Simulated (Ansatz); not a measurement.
Cost and result for the atomization energy of C$_{6}$H$_{4}$N$_{2}$, SMILES `N#Cc1ccncc1` (12 atoms, 12 bonds).

```xyz
12

N     1.829    2.749   -0.891
C     1.214    1.824   -0.591
C     0.450    0.676   -0.219
C    -0.696    0.811    0.558
C    -1.397   -0.338    0.888
N    -1.036   -1.557    0.505
C     0.060   -1.671   -0.237
C     0.840   -0.595   -0.628
H    -1.028    1.785    0.893
H    -2.296   -0.270    1.493
H     0.334   -2.678   -0.538
H     1.726   -0.737   -1.233
```

The species carries charge 0 and has multiplicity 1. Geometry: relaxed with PBE0-D4/def2-TZVP. Program: Ansatz. All runs use 2 threads of an AMD EPYC 7R13 on a shared host and a share of an NVIDIA H100 80 GB. Times are those of one run each, without the atoms' runs, and a repeat can differ threefold. Electronic energies, without spin–orbit coupling; frozen cores. CCSD(T)/CBS adds CCSD(T) − MP2 in def2-TZVPP to the MP2 limit, and its time is that of the two runs behind it. T1 = 0.012; the RHF reference is unstable towards UHF. B3LYP takes the VWN-RPA correlation (the form of Gaussian; ORCA's B3LYP/G).

CCSD(T)/CBS is a level of theory with its own doubt, some kJ/mol a heavy atom from the limit and from the frozen cores, so smaller differences don't rank the functionals.

| level | functions | wall time |
| --- | --- | --- |
| revPBE-D4/def2-TZVPP | 304 | 1.8 s |
| BLYP-D4/def2-TZVPP | 304 | 2.1 s |
| PBE-D4/def2-TZVPP (with forces) | 304 | 2.2 s |
| B3LYP-D4/def2-TZVPP (with forces) | 304 | 2.4 s |
| r2SCANh-D4/def2-TZVPP | 304 | 2.5 s |
| r2SCAN-D4/def2-TZVPP (with forces) | 304 | 2.6 s |
| LDA (SPW92)/def2-TZVPP | 304 | 2.9 s |
| CCSD(T)/def2-SVP | 132 | 4.1 s |
| CAM-B3LYP-D4/def2-TZVPP | 304 | 4.2 s |
| MP2/def2-QZVPP | 576 | 4.5 s |
| B2PLYP/def2-TZVPP | 304 | 4.6 s |
| CCSD(T)/def2-TZVPP | 304 | 6.5 s |
| CCSD(T)/CBS(def2) | – | 11 s |

(1) What atomization energy does each give, and how far from CCSD(T)/CBS? (Estimate.)

Results:

(1) Computed: 
| level | atomization (kcal/mol) | difference from CCSD(T)/CBS | per bond |
| --- | --- | --- | --- |
| revPBE-D4/def2-TZVPP | 1465.8 | 37.5 | 3.1 |
| BLYP-D4/def2-TZVPP | 1457.8 | 29.5 | 2.5 |
| PBE-D4/def2-TZVPP (with forces) | 1509.8 | 81.5 | 6.8 |
| B3LYP-D4/def2-TZVPP (with forces) | 1443.6 | 15.3 | 1.3 |
| r2SCANh-D4/def2-TZVPP | 1429.1 | 0.8 | 0.1 |
| r2SCAN-D4/def2-TZVPP (with forces) | 1443.3 | 15.0 | 1.2 |
| LDA (SPW92)/def2-TZVPP | 1686.1 | 257.8 | 21.5 |
| CCSD(T)/def2-SVP | 1371.2 | -57.1 | -4.8 |
| CAM-B3LYP-D4/def2-TZVPP | 1443.8 | 15.5 | 1.3 |
| MP2/def2-QZVPP | 1467.7 | 39.4 | 3.3 |
| B2PLYP/def2-TZVPP | 1430.3 | 2.0 | 0.2 |
| CCSD(T)/def2-TZVPP | 1388.8 | -39.5 | -3.3 |
| CCSD(T)/CBS(def2) | 1428.3 | 0.0 | 0.0 |

The D4 term adds +12.5 kcal/mol with B3LYP and +6.6 kcal/mol with PBE0; it sums over pairs of atoms, weighted by their polarisabilities, and B3LYP, whose exchange is more repulsive, gets the larger term. From BLYP to BHLYP (50 % exact exchange), in def2-TZVPP and without D4, the atomization energy moves by −70.9 kcal/mol: exact exchange takes away binding that semilocal exchange gives to molecules. In def2-TZVPP, CCSD(T) changes the Hartree–Fock value by +393.4 kcal/mol (the triples alone add +35.5 kcal/mol) and MP2 by +449.0 kcal/mol; breaking electron pairs costs correlation energy, which Hartree–Fock lacks.
